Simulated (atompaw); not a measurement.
# Cu (Z = 29): one change to a PAW (atompaw) potential, before and after

| Item | Value |
| --- | --- |
| Element | Cu |
| Generator | atompaw 4.2.0.5 |
| Type | PAW |
| Functional | LDA (PW92) |
| Relativity | scalar-relativistic |
| Frozen core | [Ar] |
| Valence charge | 11 |
| Reference configuration | 3d10 4s1 4p0 |
| Partial waves | 4s (bound): rc 3.00 bohr; 4s channel at 1.35 Ry: rc 2.20 bohr; 4p (bound, empty): rc 3.00 bohr; 4p channel at 1.85 Ry: rc 3.00 bohr; 3d (bound): rc 1.55 bohr; 3d channel at 0.1 Ry: rc 1.55 bohr |
| Local potential | troulliermartins scheme with l = 3 at 0.5 Ry, radius 2.50 bohr |
| Core correction | smooth core density matched at 2.90 bohr |
| Augmentation charge | sinc compensation charge, radius 2.75 bohr; PAW radius 3.00 bohr; waves and projectors: custom polynom2 7 10 vanderbiltortho |

Change: local potential troulliermartins scheme with l = 3 at 0.5 Ry, radius 2.78 bohr.

Cutoffs: the cutoffs (Ry, on a coarse ladder) from which the occupation-weighted sum of valence levels, in a spherical-Bessel basis at the reference potential, stays within 10 and 1 mRy of its value at 400 Ry; they do not see the model core or the augmentation charge, which bear on the density cutoff.

Problem. What does the change do?

Solution. The potential gets neither clearly harder nor softer (160 Ry and 300 Ry → 160 Ry and 300 Ry); neither file shows a bound ghost.

| quantity | base | changed |
| --- | --- | --- |
| cutoff, loose | 160 Ry | 160 Ry |
| cutoff, tight | 300 Ry | 300 Ry |
| bound ghosts | none | none |
| s: phases at 3.02 bohr within 0.05 rad from the reference energy up to (Ry; the scan ends near 5) | 2.6 | 2.5 |
| p: phases at 3.02 bohr within 0.05 rad from the reference energy up to (Ry; the scan ends near 5) | 3.1 | 3.2 |
| d: phases at 3.02 bohr within 0.05 rad from the reference energy up to (Ry; the scan ends near 5) | 4.8 | 4.4 |
| lowest overlap eigenvalue by channel | s 0.55, p 0.84, d 0.97 | s 0.55, p 0.84, d 0.98 |

 The cutoffs see the waves, projectors and local potential, not the compensation charge or the core.
